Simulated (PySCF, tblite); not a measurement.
Potential energy curve for CuF, singlet.

Computed with: GFN2-xTB, 300 K electronic temperature (tblite); UKS-M06-2X = unrestricted M06-2X/def2-SVP in PySCF; UHF/def2-SVP (PySCF); RMP2 = PySCF with MP2 on RHF/def2-SVP, 6 core orbitals frozen; RKS-M06-2X = PySCF with restricted M06-2X/def2-SVP.

Energies are in kJ/mol, each relative to the lowest point of its own curve near equilibrium.

```json
[
 {"R / Å": "1.40", "GFN2-xTB": "123.5", "UKS-M06-2X": "303.5", "UHF": "278.7", "RMP2": "259.3", "RKS-M06-2X": "303.5"},
 {"R / Å": "1.49", "GFN2-xTB": "51.5", "UKS-M06-2X": "144.9", "UHF": "168.5", "RMP2": "119.7", "RKS-M06-2X": "144.9"},
 {"R / Å": "1.59", "GFN2-xTB": "12.9", "UKS-M06-2X": "50.5", "UHF": "65.5", "RMP2": "40.1", "RKS-M06-2X": "50.5"},
 {"R / Å": "1.65", "GFN2-xTB": "3.0", "UKS-M06-2X": "20.9", "UHF": "31.1", "RMP2": "15.8", "RKS-M06-2X": "20.9"},
 {"R / Å": "1.70", "GFN2-xTB": "0.0", "UKS-M06-2X": "7.0", "UHF": "13.5", "RMP2": "4.8", "RKS-M06-2X": "7.0"},
 {"R / Å": "1.76", "GFN2-xTB": "1.1", "UKS-M06-2X": "0.0", "UHF": "2.5", "RMP2": "0.0", "RKS-M06-2X": "0.0"},
 {"R / Å": "1.83", "GFN2-xTB": "7.2", "UKS-M06-2X": "1.8", "UHF": "0.0", "RMP2": "3.2", "RKS-M06-2X": "1.8"},
 {"R / Å": "1.85", "GFN2-xTB": "9.7", "UKS-M06-2X": "3.8", "UHF": "0.9", "RMP2": "5.5", "RKS-M06-2X": "3.8"},
 {"R / Å": "1.96", "GFN2-xTB": "27.9", "UKS-M06-2X": "23.4", "UHF": "15.0", "RMP2": "26.1", "RKS-M06-2X": "23.4"},
 {"R / Å": "2.03", "GFN2-xTB": "42.6", "UKS-M06-2X": "41.0", "UHF": "29.6", "RMP2": "44.1", "RKS-M06-2X": "41.0"},
 {"R / Å": "2.17", "GFN2-xTB": "76.9", "UKS-M06-2X": "82.0", "UHF": "65.8", "RMP2": "86.1", "RKS-M06-2X": "82.0"},
 {"R / Å": "2.36", "GFN2-xTB": "130.8", "UKS-M06-2X": "140.9", "UHF": "120.3", "RMP2": "147.0", "RKS-M06-2X": "140.9"},
 {"R / Å": "2.67", "GFN2-xTB": "221.6", "UKS-M06-2X": "229.1", "UHF": "193.9", "RMP2": "241.4", "RKS-M06-2X": "229.3"},
 {"R / Å": "2.89", "GFN2-xTB": "277.8", "UKS-M06-2X": "273.5", "UHF": "201.6", "RMP2": "300.6", "RKS-M06-2X": "282.7"},
 {"R / Å": "3.14", "GFN2-xTB": "328.7", "UKS-M06-2X": "305.9", "UHF": "205.7", "RMP2": "358.3", "RKS-M06-2X": "334.1"},
 {"R / Å": "3.52", "GFN2-xTB": "382.9", "UKS-M06-2X": "337.1", "UHF": "208.2", "RMP2": "425.9", "RKS-M06-2X": "394.6"},
 {"R / Å": "3.90", "GFN2-xTB": "416.9", "UKS-M06-2X": "354.2", "UHF": "209.0", "RMP2": "473.3", "RKS-M06-2X": "437.6"},
 {"R / Å": "4.37", "GFN2-xTB": "—", "UKS-M06-2X": "364.5", "UHF": "209.3", "RMP2": "512.9", "RKS-M06-2X": "474.1"},
 {"R / Å": "4.76", "GFN2-xTB": "—", "UKS-M06-2X": "368.9", "UHF": "209.4", "RMP2": "534.3", "RKS-M06-2X": "495.8"},
 {"R / Å": "5.32", "GFN2-xTB": "—", "UKS-M06-2X": "372.0", "UHF": "209.4", "RMP2": "549.7", "RKS-M06-2X": "517.9"},
 {"R / Å": "6.17", "GFN2-xTB": "—", "UKS-M06-2X": "373.4", "UHF": "209.5", "RMP2": "547.4", "RKS-M06-2X": "539.1"},
 {"R / Å": "7.03", "GFN2-xTB": "—", "UKS-M06-2X": "373.6", "UHF": "209.5", "RMP2": "526.1", "RKS-M06-2X": "553.0"}
]
```

At the longest distance, 7.03 Å, RKS-M06-2X lies highest above its minimum (553.0 kJ/mol) and UHF lowest (209.5 kJ/mol).

The RMP2 curve passes through a maximum at 5.32 Å and then falls by 23.6 kJ/mol up to the last usable point.

A dash means that the run gave no value there, or that the column was ended at a point which the program doubted or which failed a test of continuity chosen for this set; such a test can also cut sound points.

The unrestricted determinant behind UKS-M06-2X is spin-contaminated at 2.67 to 7.03 Å (<S²> up to 1.0, against 0.00 for a pure singlet). The unrestricted solution behind UHF changes between 1.40 and 1.49 Å, which can leave a kink. The unrestricted determinant behind UHF is spin-contaminated at 1.40, 2.67 to 7.03 Å (<S²> up to 1.0, against 0.00 for a pure singlet). The restricted form behind RMP2, RKS-M06-2X keeps the bonding electrons paired and can't separate into open-shell fragments. The T1 diagnostic of CCSD on the restricted reference of RMP2 exceeds 0.045 at 1.49 to 1.76, 2.89 to 7.03 Å. At the longest distance RKS-M06-2X leaves fractional charges on the fragments, a sign of delocalisation error or of the restricted form.
